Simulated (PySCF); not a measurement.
**Working out the ionisation energy of Te**

Te [Kr] 4d10 5s2 5p4 (3P) → Te⁺ [Kr] 4d10 5s2 5p3 (4S). All numbers are calculated (PySCF 2.14, scalar relativity through the core potential, in aug-cc-pVTZ-PP with one added diffuse shell each of d, f type with ECP28MDF (6s5p5d3f, 67 functions)). Frozen: 4s2 4p6 4d10. Energies in hartree (1 hartree = 27.21139 eV):

```csv
part,Te (lower),Te⁺ (upper)
UHF,-267.006374,-266.722163
CCSD correlation,-0.103839,-0.076289
(T),-0.003484,-0.002279
```

Q: What does Hartree-Fock give?

A: (-266.722163) − (-267.006374) = 0.284211 hartree = 7.734 eV.

Q: What do CCSD and CCSD(T) give?

A: The CCSD correlation energies differ by 0.027550 hartree = 0.750 eV and the triples by 0.001205 hartree = 0.033 eV, so CCSD gives 8.484 eV and CCSD(T) 8.517 eV.

Measured between the centres of the two terms (NIST): 8.749 eV, so CCSD(T) (valence) is off by -0.232 eV.

What remains against the reference includes basis incompleteness, the frozen core and higher excitations.
